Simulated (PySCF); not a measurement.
C5H6Se, SMILES C=C1CC=C[Se]1.

Geometry optimised at PBE-D3(BJ)/def2-SVP. The values are those of a single conformer.

Computed with TDA-M06-2X/def2-SVPD (PySCF).

Vertical excitations. The molecule is in vacuum. State labels are in the subgroup Cs.

Q: List the lowest excited states. (The exact figures need the calculation; the answer reports its results.)

A: 
| state | symmetry | energy (eV) | λ (nm) | f | main pairs |
|---|---|---|---|---|---|
| S1 | A" | 3.95 | 314 | 0.000 | HOMO→LUMO 84 % |
| S2 | A' | 4.83 | 257 | 0.122 | HOMO→LUMO+1 96 % |
| S3 | A" | 5.26 | 236 | 0.010 | HOMO→LUMO+2 93 % |
| S4 | A' | 5.41 | 229 | 0.117 | HOMO→LUMO+3 95 % |
| S5 | A" | 5.69 | 218 | 0.001 | HOMO→LUMO+4 89 % |
| S6 | A" | 5.94 | 209 | 0.002 | HOMO→LUMO+5 80 % |
| S7 | A" | 6.46 | 192 | 0.005 | HOMO→LUMO+7 48 %, HOMO→LUMO+8 18 %, HOMO−1→LUMO 14 % |
| S8 | A' | 6.57 | 189 | 0.007 | HOMO→LUMO+6 91 % |
| S9 | A" | 6.72 | 185 | 0.008 | HOMO→LUMO+8 61 %, HOMO→LUMO+7 28 % |
| S10 | A" | 6.76 | 184 | 0.030 | HOMO→LUMO+9 49 %, HOMO−1→LUMO 17 %, HOMO→LUMO+8 11 %, HOMO→LUMO+7 8 % |
| T1 | A' | 3.63 | 342 | 0 | HOMO→LUMO+1 84 % |
| T2 | A" | 3.66 | 339 | 0 | HOMO→LUMO 80 %, HOMO→LUMO+5 12 % |
| T3 | A' | 3.99 | 311 | 0 | HOMO→LUMO+3 73 %, HOMO−1→LUMO+1 14 % |
| T4 | A" | 5.17 | 240 | 0 | HOMO→LUMO+2 88 % |
Triplets are in the Tamm–Dancoff approximation.
